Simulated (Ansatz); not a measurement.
Reaction (ligand exchange at the Si–F bond): `F[Si](F)(F)S` + CH₃OH → `CO[Si](F)(F)S` + H–F

Program: Ansatz. Geometries: PBE0-D4/def2-TZVP. ΔE: electronic, gas phase. CCSD(T)/CBS adds triple-zeta CCSD(T) − MP2 to the extrapolated MP2 energy (def2 sets, frozen cores). This one scheme is used for every species. DFT in def2-TZVPP. HSE06 is defined as in plane-wave codes. One conformer a species, not always the lowest.

```json
{"level": "BLYP-D4", "ΔE (kJ/mol)": "31.2", "difference from CCSD(T)/CBS": "1.0"}
{"level": "r2SCANh-D4", "ΔE (kJ/mol)": "35.0", "difference from CCSD(T)/CBS": "4.8"}
{"level": "HSE06-D4", "ΔE (kJ/mol)": "31.2", "difference from CCSD(T)/CBS": "1.0"}
{"level": "BHLYP-D4", "ΔE (kJ/mol)": "31.0", "difference from CCSD(T)/CBS": "0.8"}
{"level": "B2PLYP", "ΔE (kJ/mol)": "36.0", "difference from CCSD(T)/CBS": "5.8"}
{"level": "PBE-QIDH", "ΔE (kJ/mol)": "32.1", "difference from CCSD(T)/CBS": "1.9"}
{"level": "PBE", "ΔE (kJ/mol)": "38.1", "difference from CCSD(T)/CBS": "7.9"}
{"level": "BLYP", "ΔE (kJ/mol)": "42.4", "difference from CCSD(T)/CBS": "12.2"}
{"level": "r2SCAN0", "ΔE (kJ/mol)": "35.8", "difference from CCSD(T)/CBS": "5.6"}
{"level": "LC-ωPBE", "ΔE (kJ/mol)": "35.0", "difference from CCSD(T)/CBS": "4.8"}
{"level": "RPA@PBE/def2-TZVPP", "ΔE (kJ/mol)": "32.3", "difference from CCSD(T)/CBS": "2.1"}
{"level": "HF/def2-SVP", "ΔE (kJ/mol)": "31.1", "difference from CCSD(T)/CBS": "0.9"}
{"level": "CCSD/def2-SVP", "ΔE (kJ/mol)": "30.0", "difference from CCSD(T)/CBS": "-0.2"}
{"level": "CCSD/def2-TZVPP", "ΔE (kJ/mol)": "32.7", "difference from CCSD(T)/CBS": "2.5"}
{"level": "HF/def2-QZVPP", "ΔE (kJ/mol)": "41.6", "difference from CCSD(T)/CBS": "11.4"}
{"level": "MP2/CBS(def2)", "ΔE (kJ/mol)": "28.0", "difference from CCSD(T)/CBS": "-2.2"}
{"level": "CCSD(T)/CBS", "ΔE (kJ/mol)": "30.2", "difference from CCSD(T)/CBS": "0"}
```

Largest T1 diagnostic among the species: 0.012.

Leaving LDA and LC-ωPBE aside and taking each functional with its dispersion term where it has one, the values, not all of them listed here, spread over 10.7 kJ/mol, from revPBE-D4 to B97M-V. LDA lies −7.3 kJ/mol from PBE without D4. The D4 term adds −8.8 kJ/mol with B3LYP and −5.0 kJ/mol with PBE0; it sums over pairs of atoms, weighted by their polarisabilities, and B3LYP, whose exchange is more repulsive, gets the larger term.

B3LYP here is the variant with VWN-RPA as its local correlation; programs differ in this.
